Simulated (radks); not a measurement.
Kr22+, configuration [Ne] 3s2 3p2.

Calculated with a radial shooting solver on a logarithmic mesh with Libxc functionals: Dirac Kohn-Sham, PBEsol, spin-unpolarised, spherical densities, point nucleus; open shells fill j = l - 1/2 first.

Energy parts (eV):
part                       energy
total                  -67675.577
kinetic                 69752.482
electron-nucleus      -148475.818
Hartree                 12803.015
exchange-correlation    -1755.256

Orbitals (lengths in bohr, moments of r in powers of bohr):
| orbital | occ. | eigenvalue (eV) | <r^4> |
|---|---|---|---|
| 1s1/2 | 2 | -15116.61 | 0.00001386 |
| 2s1/2 | 2 | -2801.613 | 0.002539 |
| 2p1/2 | 2 | -2631.612 | 0.001714 |
| 2p3/2 | 4 | -2576.514 | 0.001854 |
| 3s1/2 | 2 | -1030.560 | 0.08067 |
| 3p1/2 | 2 | -972.8019 | 0.07524 |
| 3p3/2 | 0 | -960.3968 | 0.07907 |

The highest occupied level is 3p1/2 at -972.80 eV. The density falls to 0.001 e/bohr^3 at r = 1.16 bohr. For comparison, the ionisation energy in NIST's Atomic Spectra Database is 999 eV (semi-empirical). In exact Kohn-Sham theory the highest level is minus the ionisation energy, but local and semilocal functionals leave it too shallow, through self-interaction and a potential that decays too fast; potentials with the right tail come closer.

Beside tabulated values, note that spin-unpolarised runs miss the spin-polarisation part of the exchange energy of open shells.
